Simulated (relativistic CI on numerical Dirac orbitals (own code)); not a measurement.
## Re2+ (5d5) in a crystal field

Calculated by Dirac-Coulomb-Breit CI, separate exchange-only KLI orbitals for each configuration, model QED (radiative potential, 1s self-energy scaled to tabulated hydrogen-like ionisation energies), valence Slater integrals scaled by 0.85, one configuration in a parametric crystal field (own radial code).

Field parameters in Wybourne normalisation: Oh B⁴₀ = 21Dq, B⁴₄ = √(5/14) B⁴₀. The field is a parameter set, without covalency.

S is read from ⟨S²⟩ = S(S + 1).

Levels (cm⁻¹, degeneracy): 0 (2), 23 (4), 12264 (2), 14668 (4), 15186 (4), 16162 (2), 16696 (2), 17170 (4), 18114 (4), 18352 (2), 18782 (4), 18836 (2).

Which field gives this pattern?
A. Oh, 10Dq = 40900 cm⁻¹
B. Oh, 10Dq = 23200 cm⁻¹
C. Oh, 10Dq = 5500 cm⁻¹
D. Oh, 10Dq = 9950 cm⁻¹

C. Oh, 10Dq = 5500 cm⁻¹, ground level with S = 2.43.
